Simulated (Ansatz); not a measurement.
A set of 12 reactions (atomization), with CCSD(T)/CBS values in kJ/mol:

```tsv
reaction	ΔE
`C[Si](F)(F)[SiH3]` → C• + 2 F• + 6 H• + 2 Si•	4028.6
`B/C=N/C` → B• + 2 C• + 6 H• + N•	3758.7
`[NH2][Ge]([NH2])([NH2])[NH2]` → Ge• + 8 H• + 4 N•	4388.1
`BB(O)N=C` → 2 B• + C• + 5 H• + N• + O•	3920.0
`[CH3][Sn]([F])([F])[Cl]` → C• + Cl• + 2 F• + 3 H• + Sn•	2794.0
`C=C=S` → 2 C• + 2 H• + S•	1997.3
`[SiH3]N[SiH2][SiH2]Cl` → Cl• + 8 H• + N• + 3 Si•	4052.0
`ClBBr` → B• + Br• + Cl• + H•	1249.5
`FC(F)(F)OBCl` → B• + C• + Cl• + 3 F• + H• + O•	3274.6
`FC1([SiH3])CB1Cl` → B• + 2 C• + Cl• + F• + 5 H• + Si•	3973.6
`C#CNCN` → 3 C• + 6 H• + 2 N•	4310.0
`CC(=N)CBr` → Br• + 3 C• + 6 H• + N•	4209.2
```

Program: Ansatz. Geometries: PBE0-D4/def2-TZVP. ΔE: electronic, gas phase. CBS: MP2 limit from def2 TZ/QZ plus the TZ coupled-cluster correction, frozen cores. Small cases extrapolate CCSD(T) itself. DFT in def2-TZVPP. B3LYP here is the variant with VWN-RPA as its local correlation; programs differ in this. Open shells (•) are unrestricted, without spin–orbit coupling. Spin–orbit coupling would lower the free atoms: a little for B, C, Cl, F, O, S, Si; clearly for Br, Ge; strongly for Sn. Elements past krypton have def2 core potentials. Bonds to Br, Ge, Sn are less sure, by a few kJ/mol each and by 10 to 20 or more in all where they break to atoms, as the def2 sets lack core-valence functions. Scalar relativity is left out up to krypton. One conformer a species, not always the lowest.

Problem. Give the mean, mean absolute and largest difference (level minus CCSD(T)/CBS, kJ/mol) for: PBE-D4, r2SCAN-D4, PBE0-D4, B3LYP-D4, ωB97X-V, B2PLYP, r2SCAN, PBE0, B3LYP, HF/def2-TZVPP, MP2/def2-TZVPP, CCSD(T)/def2-TZVPP, MP2/CBS(def2), CCSD/CBS(def2). (Estimate.)

Solution. Ansatz gave: 
```
             level    mean  mean absolute  largest
            PBE-D4    86.5           93.3    172.5
         r2SCAN-D4    11.5           30.1    -61.1
           PBE0-D4    10.1           43.6    -55.5
          B3LYP-D4     3.7           25.4    -60.2
           ωB97X-V    16.0           18.6     42.2
            B2PLYP   -33.8           34.6    -76.1
            r2SCAN     6.7           30.1    -67.9
              PBE0    -6.4           42.1    -88.5
             B3LYP   -27.7           39.1    -88.6
     HF/def2-TZVPP  -995.3          995.3  -1574.5
    MP2/def2-TZVPP   -29.0           45.7   -121.5
CCSD(T)/def2-TZVPP   -99.9           99.9   -150.2
     MP2/CBS(def2)    71.0           71.0    171.6
    CCSD/CBS(def2)   -59.2           59.2    -80.8
```

The largest T1 diagnostic in the set is 0.017, for `C=C=S` (customary mark 0.02).

CCSD(T)/CBS is a level of theory with its own doubt, and the functionals carry their triple-zeta basis error, so these figures describe this set and don't rank the functionals.
